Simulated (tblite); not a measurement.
Species: C4H10OSSi.
SMILES with atom numbers: `[CH3:1][O:2][C@@H:3]1[C@H:4]([CH3:5])[Si@@H:6]1[SH:7]` (hydrogens: H8, H9, H10 on C1; H11 on C3; H12 on C4; H13, H14, H15 on C5; H16 on Si6; H17 on S7)

Computed geometry: GFN2-xTB, gas phase.

Some entries are withheld. Bonds in one row agree within 0.01 Å.

```
            coordinate    value
                 C1–O2        ?
                 O2–C3  1.401 Å
                 C3–C4        ?
                 C4–C5  1.511 Å
                C4–Si6        ?
                Si6–S7  2.134 Å
                C3–Si6        ?
  C1–H8, C1–H9, C1–H10  1.093 Å
                C3–H11  1.090 Å
                C4–H12  1.085 Å
C5–H13, C5–H14, C5–H15  1.089 Å
               Si6–H16  1.443 Å
                S7–H17  1.324 Å
              C1–O2–C3        ?
              O2–C3–C4        ?
             O2–C3–Si6   115.9°
             C4–C3–Si6        ?
              C3–C4–C5   118.9°
             C3–C4–Si6    65.6°
             C5–C4–Si6   122.2°
             C4–Si6–S7   118.7°
             C3–Si6–C4    48.6°
             C3–Si6–S7   113.7°
```

Q: Estimate the withheld lengths and angles.

A: 
- C1–O2 = 1.409 Å, drawn single (methoxy carbon to ether oxygen); 0.01 Å below the sum of covalent radii, 1.42 Å.
- C3–C4 = 1.554 Å, drawn single (sp3 carbon bound to oxygen to sp3 carbon bound to silicon); 0.03 Å above the sum of covalent radii, 1.52 Å.
- C4–Si6 = 1.892 Å, drawn single (sp3 carbon bound to silicon to SiH silicon); 0.02 Å above the sum of covalent radii, 1.87 Å.
- C3–Si6 = 1.887 Å, drawn single (sp3 carbon bound to oxygen to SiH silicon); 0.02 Å above the sum of covalent radii, 1.87 Å.
- C1–O2–C3 = 113.9°, at the ether oxygen; the outer atoms are 2.355 Å apart.
- O2–C3–C4 = 118.2°, at the sp3 carbon bound to oxygen; the outer atoms are 2.537 Å apart.
- C4–C3–Si6 = 65.9°, at the sp3 carbon bound to oxygen, inside a 3-membered ring; the outer atoms are 1.892 Å apart.

Radii are Cordero's, carbon taken as 0.76, 0.73 or 0.69 Å for four, three, and two or fewer neighbours.

Its GFN2-xTB frequencies are all real (lowest 70 cm⁻¹). One conformer, not necessarily the lowest (C1–O2–C3–C4 -89°, C4–Si6–S7–H -62°).

On AMD EPYC 9R45, one thread, on a shared host, this took 0.53 s wall. That covers the optimisation of the geometry.
